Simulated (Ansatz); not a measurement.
Compare A (`C[SiH2]C(F)(F)Cl`) with its isomer B (`F[C@@H]([SiH3])[C@@H](F)Cl`).

Gas-phase electronic energies from Ansatz, PBE0-D4/def2-TZVP geometries. CBS: MP2 limit from def2 TZ/QZ plus the TZ coupled-cluster correction, frozen cores. Functionals use def2-TZVPP. B3LYP here is the variant with VWN-RPA as its local correlation; programs differ in this. One conformer a species, not always the lowest.

A:

Z-matrix (Å, degrees):
```
C
Si 1 1.860
H 1 1.092 2 110.7
H 1 1.093 2 110.5 3 119.9
H 1 1.092 2 110.7 3 -120.3
C 2 1.928 1 108.4 3 60.1
H 2 1.482 1 112.8 3 177.0
H 2 1.482 1 112.8 3 -56.8
F 6 1.350 2 111.8 1 -59.6
F 6 1.350 2 111.8 1 59.5
Cl 6 1.782 2 110.8 1 180.0
```

B:

```xyz
11

F     0.157   -1.833   -0.105
C     0.205   -0.530    0.357
Si    1.101    0.541   -0.955
C    -1.176   -0.027    0.681
F    -1.920    0.122   -0.450
Cl   -2.039   -1.114    1.786
H     0.780   -0.524    1.292
H     2.512    0.089   -1.007
H     0.448    0.377   -2.272
H     1.042    1.957   -0.509
H    -1.112    0.942    1.181
```

Task: Which is lower in electronic energy at CCSD(T)/CBS, and by how much? (Best estimate.)

Result: The calculation gave: A, by 73.6 kJ/mol.

Task: Give E(B) − E(A) in kJ/mol with B3LYP-D4, PBE-D4, B3LYP, PBE0-D4, ωB97M-V, CCSD(T)/def2-TZVPP, B2PLYP. (Best estimate.)

Result: The calculation gave: B3LYP-D4 74.8, PBE-D4 80.1, B3LYP 74.7, PBE0-D4 77.3, ωB97M-V 77.4, CCSD(T)/def2-TZVPP 71.9, B2PLYP 74.9. None reverses the order clearly.

Largest T1 diagnostic: 0.012.

In def2-TZVPP, CCSD(T) changes the Hartree–Fock value by +6.6 kJ/mol (the triples alone add +1.8 kJ/mol) and MP2 by +10.8 kJ/mol.
